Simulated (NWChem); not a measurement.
CH5BO; SMILES BOC

```xyz
8

B      0.2033    -1.2916     0.0000
H     -0.4501    -2.3083     0.0000
H      1.4192    -1.2900     0.0000
O     -0.4735    -0.1367     0.0000
C      0.1487     1.1238     0.0000
H      1.2477     1.0352     0.0000
H     -0.1688     1.6858    -0.8915
H     -0.1688     1.6858     0.8915
```
Atoms are numbered in this order, from 1.

Structure relaxed at the PBE0/def2-SVP level.

Symmetry labels are those of Cs in the frame above (b1 and b2, or b-type labels, depend on it).

Task: List the 4 lowest vertical singlet excitations from B3LYP/def2-SVPD, TDA (NWChem).

Result: 
```csv
state,energy (eV),oscillator strength,symmetry,leading excitation (squared amplitude)
S1,6.25,0.000,a",HOMO → LUMO (0.99)
S2,7.90,0.001,a",HOMO−2 → LUMO (0.99)
S3,7.93,0.062,a',HOMO → LUMO+1 (0.92)
S4,8.06,0.153,a',HOMO−1 → LUMO (0.89)
```
